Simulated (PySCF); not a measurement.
## NaGa: one state, many levels of theory

State: ¹Σ⁺ (singlet), closed shell. Set-up: PySCF, no relativity, basis sets Na aug-pcseg-1, Ga aug-pcseg-1. De refers to Na + Ga in their high-spin ground configurations, without counterpoise correction. A positive dipole means Na(−)Ga(+).

| Level | Re (Å) | ωe (cm⁻¹) | De (eV) | μ (D) |
| --- | --- | --- | --- | --- |
| RHF-MP2 | 3.190 | 154 | 0.460 | n/a |
| RHF-SCS-MP2 | 3.202 | 152 | 0.496 | n/a |
| RHF-CCSD | 3.217 | 144 | 0.63 | n/a |
| RHF-CCSD(T) | 3.224 | 141 | 0.67 | n/a |
| PBE | 3.149 | 149 | 0.84 | -1.71 |
| revPBE | 3.195 | 145 | 0.76 | -1.79 |
| r²SCAN | 3.140 | 154 | 0.66 | -2.43 |
| PBE0 | 3.133 | 156 | 0.71 | -2.41 |
| B97-3 | 3.137 | 156 | 0.85 | -2.04 |
| M06 | 3.143 | 143 | 0.92 | -2.30 |

Task: Which functional lies closest to RHF-CCSD(T) in De, which farthest, and by how much do they differ from it?

Result: Closest is r²SCAN (-8.4 pm in Re, +9.2 % in ωe, -0.01 eV in De against RHF-CCSD(T) in the same basis), farthest M06 (-8.1 pm in Re, +1.4 % in ωe, +0.25 eV in De). CCSD(T) converges more slowly with the basis than the functionals do and binds too weakly in this one, so the order can change at the basis-set limit.

Task: What does a quarter of exact exchange do here, going from PBE to PBE0?

Result: PBE0 less PBE: -1.6 pm in Re, +4.7 % in ωe, -0.13 eV in De. Exact exchange removes part of the self-interaction that spreads semilocal densities, and in most molecules shortens and stiffens the bond and lowers De; so it does here.

Correlated steps freeze 10 core orbitals. Closed-shell solutions of metal pairs were not tested for spin polarisation, which can lower them a little. Correlated levels converge slowly with the basis: in double zeta they bind strong bonds too weakly, by up to about 1 eV, and carry superposition errors of some tenths. Where the molecule has an RHF reference, its open-shell atoms are computed with UHF.

The whole job (state search and all levels along the bond) took about 1.9 min on 1 thread of Arm Neoverse V1 (shared host), peak memory 0.61 GiB.
